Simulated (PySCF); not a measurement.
revPBE on K (potassium, neutral), [Ar] 3d1, 2D determinant (an excited configuration). Calculation: PySCF 2.14, in def2-QZVPPD; the non-relativistic Hamiltonian (point nucleus).

```
cycle= 1 E= -599.721278018633  delta_E= -0.00557  |g|= 0.0211  |ddm|= 0.219
cycle= 2 E= -599.721355519759  delta_E= -7.75e-05  |g|= 0.0125  |ddm|= 0.0507
cycle= 3 E= -599.721435129551  delta_E= -7.96e-05  |g|= 0.00239  |ddm|= 0.0269
cycle= 4 E= -599.721437335408  delta_E= -2.21e-06  |g|= 2.14e-05  |ddm|= 0.00397
cycle= 5 E= -599.721437335663  delta_E= -2.55e-10  |g|= 1.85e-06  |ddm|= 3.93e-05
converged SCF energy = -599.721437335663  <S^2> = 0.75004727  2S+1 = 2.0000473
```

Highest occupied orbital energy: 0.199 eV; ⟨L²⟩ = 6.00; populations by l: s 6.00, p 12.00, d 1.00, f 0.00.

Question: Can this result be used?

Answer: Not for this state. The run converged. At revPBE the highest occupied level has a positive energy, so only the finite basis holds that electron; for this excited configuration the basis is too tight for the outer shell.
